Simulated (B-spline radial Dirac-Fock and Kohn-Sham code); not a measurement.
# X-ray form factors of tungsten in several charge states

Model: Dirac-Fock orbitals of the configuration average with a finite nucleus. Program: a radial atomic solver.

Configurations: W⁵⁴⁺ [Ar] 3d2; W⁵⁵⁺ [Ar] 3d1; W⁵⁶⁺ [Ne] 3s2 3p6; W⁶⁰⁺ [Ne] 3s2 3p2; W⁶¹⁺ [Ne] 3s2 3p1; W⁶²⁺ [Ne] 3s2. The first column is f₀ of W⁵⁴⁺, the others are differences from it.

```csv
s (Å⁻¹),W⁵⁴⁺,Δ W⁵⁵⁺,Δ W⁵⁶⁺,Δ W⁶⁰⁺,Δ W⁶¹⁺,Δ W⁶²⁺
0,20.000,-1.000,-2.000,-6.000,-7.000,-8.000
0.1,19.968,-0.997,-1.995,-5.983,-6.980,-7.977
0.2,19.872,-0.989,-1.979,-5.931,-6.920,-7.909
0.3,19.714,-0.976,-1.954,-5.847,-6.821,-7.796
0.4,19.496,-0.959,-1.918,-5.730,-6.685,-7.641
0.5,19.220,-0.936,-1.874,-5.583,-6.513,-7.445
0.7,18.514,-0.878,-1.760,-5.208,-6.076,-6.947
0.9,17.634,-0.807,-1.619,-4.745,-5.536,-6.330
1.1,16.623,-0.726,-1.459,-4.221,-4.923,-5.631
1.4,14.967,-0.596,-1.201,-3.378,-3.939,-4.506
```

Values without a named source are computed, but for edge energies of neutral atoms, which are taken from tables.
